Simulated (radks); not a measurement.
Cs II, 54 electrons, occupied as [Xe]. Method: Dirac Kohn-Sham, PBE, spin-unpolarised, spherical densities, finite nucleus; Fermi nuclear charge, rms radius 4.8041 fm; computed with a radial shooting solver on a logarithmic mesh with Libxc functionals.

Unscreened Slater integrals over Kohn-Sham orbitals (cm^-1). Large and small components are both included.

F0(5p3/2,5p3/2): 94195
F2(5p3/2,5p3/2): 50528
F0(5p3/2,5p1/2): 96260
G2(5p3/2,5p1/2): 51377
F0(5p3/2,5s1/2): 102300
G1(5p3/2,5s1/2): 66868
F0(5p3/2,4d5/2): 118600
F2(5p3/2,4d5/2): 32141
G1(5p3/2,4d5/2): 9281.8
G3(5p3/2,4d5/2): 8830.0
F0(5p1/2,5p1/2): 98508
F0(5p1/2,5s1/2): 105120
G1(5p1/2,5s1/2): 70988
F0(5p1/2,4d5/2): 123410
G3(5p1/2,4d5/2): 10114
F0(5s1/2,5s1/2): 113560
F0(5s1/2,4d5/2): 139120
G2(5s1/2,4d5/2): 16153
F0(4d5/2,4d5/2): 235330
F2(4d5/2,4d5/2): 119510
F4(4d5/2,4d5/2): 79614
